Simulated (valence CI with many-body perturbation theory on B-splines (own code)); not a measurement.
**Basis-set convergence for La LIII**

Computed by configuration interaction combined with many-body perturbation theory (CI+MBPT): three valence electrons over a frozen Dirac-Fock core [He], a basis of 9 s, 9 p, 8 d, 6 f, 3 g, 1 h functions for each j, with the one-electron correlation potential Σ1 (screened to all orders), the two-electron term Σ2, the three-electron term Σ3, Breit, model QED; selected single and double excitations, second order for the rest, scaled by the run's own slope (own B-spline code, finite nucleus).

The last digits are not significant, and no measured levels were compared; by estimate large intervals hold to a few tenths of a per cent, small ones and those within an open d or f shell to about a per cent.

The reference run has the lowest level (2s^2 2p1/2) J=1/2 and an ionisation energy of 10421.6 eV. Its largest variational space holds 9460 state functions.

Levels are named by their leading jj configuration (3d3/2^4 stands for four electrons in 3d with j = 3/2), which in mixed levels can hold well under half, so a name can repeat and another be missing. Letters in brackets count levels of one name in rising energy.

Changed runs:
A. basis 6 s, 6 p, 5 d, 3 f, 1 g
B. basis 5 s, 5 p, 4 d, 2 f

Excitation energies of the reference run in cm⁻¹, and shifts in cm⁻¹:

| Level | Reference | A | B |
| --- | --- | --- | --- |
| (2s 2p1/2^2) J=1/2 | 1431710 | -62 | -144 |
| (2s^2 2p3/2) J=3/2 | 3666340 | -17 | -65 |
| (2s 2p1/2 2p3/2) J=3/2 [a] | 4664480 | -173 | -547 |
| (2s 2p1/2 2p3/2) J=5/2 | 4933970 | +28 | -55 |
| (2s 2p1/2 2p3/2) J=1/2 | 5360320 | +25 | +98 |
| (2s 2p1/2 2p3/2) J=3/2 [b] | 5364370 | +99 | +290 |
| (2p1/2^2 2p3/2) J=3/2 | 6886030 | -18 | +26 |
| (2s 2p3/2^2) J=5/2 | 8476590 | -74 | -285 |
| (2s 2p3/2^2) J=1/2 | 9111430 | -12 | +152 |
| (2s 2p3/2^2) J=3/2 | 9119510 | +59 | +215 |
| (2p1/2 2p3/2^2) J=3/2 | 10276000 | -106 | -318 |
| (2p1/2 2p3/2^2) J=5/2 | 10440700 | +82 | +176 |
| Ionisation energy (eV) | 10421.6 | -0.011 | -0.063 |
